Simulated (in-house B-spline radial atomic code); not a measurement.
Successive ionisation energies of boron; each step leads to the configuration of the next row (after the last: bare). NIST's values go from ground level to ground level; the uncertainty of those that are theory runs from under 0.1 % in few-electron ions to several per cent in heavy many-electron ones. Computed with a radial B-spline atomic code at the basis-set limit: non-relativistic Hartree-Fock, average of the configuration, point nuclei.

```tsv
ion	configuration	ionisation energy (eV)	tabulated value (eV)	tabulated kind	computed minus tabulated (eV)	highest orbital	largest mean radius (bohr)
B	[He] 2s2 2p1	7.9	8.298019	measured	-0.4	2p	2.2048
B+	[He] 2s2	23.4	25.15483	measured	-1.7	2s	1.7982
B2+	[He] 2s1	37.8	37.93059	measured	-0.1	2s	1.6361
B3+	1s2	258.1	259.3744	tabulated theory	-1.2	1s	0.32449
B4+	1s1	340.1	340.226	tabulated theory	-0.1	1s	0.3
```

Question: Where is the largest jump?

Answer: From B2+ to B3+, by a factor of 6.83 (37.817 to 258.13 eV); the highest orbital goes from 2s to 1s.

Question: How far is this level of theory from the measured and semi-empirical values?

Answer: Over those 3 rows the differences run from -1.71 to -0.113 eV (mean absolute value 0.73 eV). The calculation leaves out relativity, correlation and, in open shells, the multiplet splittings that an average leaves out.
